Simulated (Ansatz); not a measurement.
**Worked example: vertical energy of the triplet above the singlet of SiHBr (SMILES [SiH]Br)**

SiHBr has 3 atoms, charge 0, and is taken as a singlet. As SMILES, `[SiH]Br`. The coordinates come from a PBE0-D4/def2-TZVP relaxation.

| atom | x (Å) | y (Å) | z (Å) |
| --- | --- | --- | --- |
| Si | -0.6247 | 0.5219 | -0.2961 |
| Br | 1.3409 | 0.4015 | 0.7814 |
| H | -0.7271 | -0.9883 | -0.4986 |

Both states at this one shape; open shells run unrestricted unless said. 1 Eh = 27.2114 eV.

| level | program | singlet SiHBr (Eh) | triplet SiHBr (Eh) |
| --- | --- | --- | --- |
| BLYP/STO-3G | Ansatz | -2832.548954 | -2832.469810 |
| PBE0/STO-3G | Ansatz | -2832.369371 | -2832.297081 |
| HSE06/STO-3G | Ansatz | -2832.363684 | -2832.291246 |
| CCSDT(Q)/STO-3G, 14 core orbitals frozen | Ansatz | -2830.885867 | -2830.816753 |

Q: Work out the vertical gap, second state less first, at each level.

A: 
1. BLYP/STO-3G: -2832.469810 − (-2832.548954) = 0.079144 Eh = 2.15 eV.
2. PBE0/STO-3G: -2832.297081 − (-2832.369371) = 0.072290 Eh = 1.97 eV.
3. HSE06/STO-3G: -2832.291246 − (-2832.363684) = 0.072438 Eh = 1.97 eV.
4. CCSDT(Q)/STO-3G: -2830.816753 − (-2830.885867) = 0.069114 Eh = 1.88 eV.

No measured value is set beside it here; the levels span 1.88 to 2.15 eV. Spin-orbit coupling, which splits open shells on such heavy atoms by tenths of an eV, is left out. Minimal sets are far from the basis-set limit. All-electron rows are non-relativistic unless named.
